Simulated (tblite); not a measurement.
C3H6F2O2Si (charge +1 and doublet state).
SMILES with atom numbers: `[F:1][CH:2]([F:3])[O:4][CH+:5][CH:6][O:7][SiH3:8]` (hydrogens: H9 on C2; H10 on C5; H11 on C6; H12, H13, H14 on Si8)

Geometry (GFN2-xTB, Å), atoms numbered from 1 in this order:
```xyz
14
C3H6F2O2Si angstrom
F     -2.6437    0.4862   -0.2480
C     -2.5530   -0.2396    0.8736
F     -2.2298   -1.4841    0.4992
O     -1.5697    0.2797    1.7011
C     -0.3179    0.3901    1.2935
C      0.2041    0.0423    0.0623
O      1.4606    0.2203   -0.1734
Si     2.6171    0.0296   -1.3633
H     -3.5110   -0.2359    1.4140
H      0.3222    0.8113    2.0633
H     -0.4087   -0.3826   -0.7299
H      3.5335   -0.8113   -0.5851
H      2.0429   -0.5365   -2.5765
H      3.0526    1.4300   -1.4129
```

Computed values, GFN2-xTB/tblite, gas phase, harmonic and unscaled. Against measured fundamentals such values can be off by several per cent, at times by over 20. Modes of hydrogen on silicon can be 10 to 20 % off. One conformer, not necessarily the lowest. Open shells enter through the occupations alone, without spin polarisation, and single modes of such species can be off by tens of per cent.

Harmonic wavenumbers (cm⁻¹): 69.5, 81.7, 88.1, 123.4, 173.9, 207.2, 286.1, 326.9, 395.8, 490.3, 501.2, 545.0, 552.1, 634.6, 662.5, 684.8, 750.5, 797.3, 798.8, 860.6, 938.3, 1048.0, 1052.3, 1173.1, 1206.7, 1218.8, 1226.8, 1299.0, 1328.9, 1503.8, 2187.8, 2229.7, 2337.6, 2944.5, 3002.2, 3036.0.

A = 4045, B = 702.9, C = 673.5 MHz; mass 140.011 u (most abundant isotopes); point group Cs, symmetry number 1; spin multiplicity 2.

Question: Zero-point energy?

Answer: Half the sum of the wavenumbers: 18382 cm⁻¹ = 52.56 kcal/mol.

Question: Entropy at 298.15 K, 1 bar (ideal gas, RRHO, classical rotation)?

Answer: Translation 40.75, rotation 29.51, vibration 27.81, spin (R ln 2) 1.38: S = 99.4 cal/(mol K).

Question: And Cp and H(298.15 K) − H(0)?

Answer: Cp = 36.67 cal/(mol K), of which vibrations give 28.72 (their classical limit is 36 R = 71.5); H(298.15 K) − H(0) = 6.79 kcal/mol without the zero-point energy, 4.42 from vibrations.

Question: Blend soft modes into free rotors: weight 1/[1 + (100 cm⁻¹/ν̃)⁴] for the oscillator and the rest for a rotor with moment μB/(μ + B), μ = h/(8π²ν), B = 10⁻⁴⁴ kg m². What vibrational entropy results?

Answer: 25.93 cal/(mol K) in place of 27.81, which changes −T·S at 298.15 K by +0.56 kcal/mol.

Question: Which modes carry the vibrational entropy at 298.15 K?

Answer: 69.5 cm⁻¹: 4.17; 81.7 cm⁻¹: 3.85; 88.1 cm⁻¹: 3.70; 123.4 cm⁻¹: 3.05; 173.9 cm⁻¹: 2.39; 207.2 cm⁻¹: 2.07 cal/(mol K); the other 30 give 8.59 together.

Question: What must be added to the electronic energy to get the Gibbs energy at 298.15 K and 1 bar?

Answer: ZPE + [H(298.15 K) − H(0)] − T·S = 52.56 + 6.79 − 29.65 = 29.70 kcal/mol.

Question: How do the functions run with temperature in this model?

Answer: 
| T (K) | S (cal/(mol K)) | Cp (cal/(mol K)) | H − H(0) (kcal/mol) | G − H(0) (kcal/mol) | ln q(vib) |
| --- | --- | --- | --- | --- | --- |
| 150 | 79.3 | 23.2 | 2.33 | -9.56 | 2.78 |
| 250 | 93.4 | 32.5 | 5.12 | -18.22 | 5.33 |
| 400 | 111.3 | 44.2 | 10.93 | -33.60 | 9.05 |
| 600 | 131.4 | 54.6 | 20.90 | -57.94 | 13.75 |
| 900 | 155.4 | 63.7 | 38.77 | -101.12 | 20.07 |

q(vib) and H(0) count from the zero-point level.

Hindered rotation and anharmonicity are outside this model. Other conformers, if any are populated, would add a mixing term that is left out.
